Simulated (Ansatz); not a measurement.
The Ge1–H3 bond of GeH5N (SMILES [NH2][GeH3]) is stretched (multiplicity 1, the rest rigid).
Geometry at rest (charge 0, multiplicity 1):
```tsv
atom	x (Å)	y (Å)	z (Å)
Ge	-0.3602	0.0405	0.0299
N	1.4703	-0.1400	-0.2088
H	-1.0324	-0.9064	-0.9769
H	-0.7026	1.5079	-0.2731
H	-0.8590	-0.3067	1.4546
H	1.8070	-1.0853	-0.0769
H	2.0201	0.4746	0.3779
```

Correlated levels freeze the cores. Filled d and f shells under p-block atoms count as core.

The values were computed with Ansatz (a program for electronic structure). Values without a source in brackets are computed.

Energies above the point at 1.537 Å (the B3LYP-D3(BJ) bond length), FIC-MRCISD+Q on CASSCF(2,2)/cc-pVTZ (kcal/mol): 6.25 at 1.383 Å; 3.55 at 1.691 Å; 89.54 at 4.918 Å.

Problem. Take the last value as the depth D of a Morse curve D(1 − e^(−a(R − R₀)))², fit a and R₀ to the two near points, and test it at 2.075 and 2.690 Å.

Solution. 
With D = 89.5, both near points (counted from the curve's value at 1.537 Å) are met by a = 1.49 Å⁻¹ and R₀ = 1.541 Å, so k = 2Da² = 395 kcal/(mol Å²). The curve then gives 26.9 and 60.0 kcal/mol; the level itself gives 27.7 and 64.9, so Morse is off by -0.9 and -4.9.
